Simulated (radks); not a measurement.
Fractional charge and spin in the 3s shell of potassium: the spin-up occupation runs from 0 to 1 and the spin-down occupation from 0 to 1; the fullest corner is K2+, [Ne] 3p(up 2.5, down 2.5) 3s(up 1, down 1). Calculated with a radial shooting solver on a logarithmic mesh with Libxc functionals: non-relativistic Kohn-Sham, PBE, spin-polarised, spherical densities, point nucleus. Energy (eV) minus the two flat planes that join the four corners (they meet along the diagonal where the two added fractions sum to one electron); zero is where a piecewise linear energy would lie.

\begin{tabular}{lrrrrr}
down \ up & 0 & 0.25 & 0.5 & 0.75 & 1 \\ \hline
0 & 0.000 & -1.569 & -2.087 & -1.561 & 0.000 \\
0.25 & -1.569 & -1.979 & -1.352 & 0.303 & -1.475 \\
0.5 & -2.087 & -1.352 & 0.403 & -1.280 & -1.960 \\
0.75 & -1.561 & 0.303 & -1.280 & -1.865 & -1.465 \\
1 & 0.000 & -1.475 & -1.960 & -1.465 & 0.000 \\
\end{tabular}

Corners above the fullest one (they belong to K3+ and the next ion): (up 1, down 0) 63.745 eV, (up 0, down 1) 63.745 eV, (up 0, down 0) 145.30 eV. With half an added electron in each spin the energy lies 0.403 eV from the planes, and with half an added electron in spin up alone -2.087 eV. The planes are only a guide here: the flat-plane condition holds for ground states with one frontier orbital, while this shell lies below other occupied shells, so the corners above the fullest one are inner-hole states and not the ground states of those ions.
